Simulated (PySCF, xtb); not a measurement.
Zr(Cl)2(OH) (Cl₂HOZr), SMILES [OH][Zr+]([Cl])[Cl], charge +1, multiplicity 1.

xtb with GFN2-xTB at its own geometry gives an orbital gap of 2.84 eV.

The structure is a stationary point at B3LYP-D3(BJ)/def2-SVP. The spin state was assumed, not searched. The isomer is the one that the SMILES or the coordinates give; other isomers of the formula were not compared. The def2 effective core potentials stand for the cores of Zr; spin–orbit coupling is left out. One conformer was computed; it need not be the lowest.

### Question
What does PBE/def2-TZVPD (PySCF) give? (An estimate is asked for; the answer gives what the named calculation found.)

### Answer
gap 3.52 eV (levels -12.97 and -9.45 eV).
